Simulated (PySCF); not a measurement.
HgBr2, SMILES [Br][Hg][Br]. Atoms are numbered in the order given.

```xyz
3

Hg     0.0000     0.0000     0.0000
Br     0.0000     0.0000    -2.4127
Br     0.0000     0.0000     2.4127
```
Charge 0, spin multiplicity 1.

The structure is a stationary point at PBE0-D3(BJ)/def2-SVP. The isomer is the one that the SMILES or the coordinates give; other isomers of the formula were not compared. The def2 effective core potentials stand for the cores of Hg; spin–orbit coupling is left out.

These are PBE0-D3(BJ)/def2-SVP (PySCF 2.14.0) values and carry that method's errors.

Frequencies are harmonic and unscaled.

Modes within 1.5 cm⁻¹ of each other (mostly degenerate sets) share a row, with their intensities summed.

Computed harmonic wavenumbers and intensities:
| mode | ν (cm⁻¹) | IR (km/mol) | Raman (Å⁴/amu) | depolarisation | moving atoms (share of kinetic energy) |
|---|---|---|---|---|---|
| 1–2 | 68 | 4.1 | 0.0 | – | Br 56 %, Hg 44 % |
| 3 | 215 | 0.0 | 23.4 | 0.29 | Br 100 % |
| 4 | 286 | 27.6 | 0.0 | – | Br 56 %, Hg 44 % |
